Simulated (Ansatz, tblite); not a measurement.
Forces on (AgH)3 ring (Ag3H3) at its PBE0-D4/def2-TZVP geometry. Total charge 0; singlet.

In the def2 sets Ag takes a core potential; there is no spin–orbit coupling. The xTB rows come from tblite.

GFN1-xTB (tblite), largest force 0.63 eV/Å:

```xyz
6
positions Å, forces eV/Å
Ag   -1.094   -0.825   -0.770   -0.334   -0.252   -0.235
H    -1.102   -1.396    0.987    0.339    0.429   -0.303
Ag    0.243   -0.254    1.532    0.074   -0.077    0.468
H     1.416    1.068    0.996   -0.435   -0.328   -0.306
Ag    0.852    1.079   -0.763    0.260    0.329   -0.233
H    -0.314    0.328   -1.983    0.096   -0.101    0.609
```

GFN2-xTB (tblite), largest force 0.28 eV/Å:

```
Ag -0.192 -0.145 -0.135
H 0.078 0.099 -0.070
Ag 0.043 -0.045 0.269
H -0.100 -0.075 -0.070
Ag 0.150 0.190 -0.134
H 0.022 -0.023 0.140
```

PBE0-D4/def2-TZVP (Ansatz), largest force 0.00 eV/Å:

```
Ag 0.001 0.001 0.000
H 0.000 0.000 0.001
Ag -0.001 0.000 -0.001
H 0.001 0.001 0.000
Ag 0.000 0.000 0.001
H -0.001 0.000 -0.001
```
